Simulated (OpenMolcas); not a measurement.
Cu2+, Ag2+, Au2+: d⁹ down the group

```yaml
Program: OpenMolcas
Method: CASSCF
Basis: ANO-RCC-VQZP
Scalar_Hamiltonian: DKH2, point nucleus
Spin-orbit_coupling: RASSI with atomic mean-field integrals over the reference wave functions, term energies averaged over their components
```

Active space for each ion: 9 electrons in 5 orbitals (d).

Computed levels in cm-1 above ²D_5/2:

```tsv
Level	Cu2+	Ag2+	Au2+
²D_3/2	2073	4492	12957
weight of ²D in the lowest level (%)	100	100	100
```

Measured, with the error of the calculation in %. Measured levels: Cu2+ from Sugar and Musgrove, J. Phys. Chem. Ref. Data 19, 527 (1990); Ag2+ from Moore, Atomic Energy Levels, vol. III, NSRDS-NBS 35 (1971 reprint of NBS Circular 467, 1958); Au2+ from Iglesias, J. Res. Natl. Bur. Stand. 64A, 481 (1960).

| Level | Cu2+ | Ag2+ | Au2+ |
| --- | --- | --- | --- |
| ²D_3/2 | 2072 (+0.1) | 4607 (-2.5) | 12694 (+2.1) |

The fine-structure level ²D_3/2 changes by a factor of 6.25 from Cu2+ to Au2+.

Without dynamic correlation excited terms often stand tens of per cent too high (terms of higher spin than the ground term too low), and those without a measured partner can miss by more than the paired ones. Measured partners are found by configuration, term and J. A level has none where our copy of the source lacks it or the pairing is in doubt (some pairs that miss far off the trend of their configuration count as doubtful), and it then counts in no deviation. Levels of configurations outside the active space are missing.
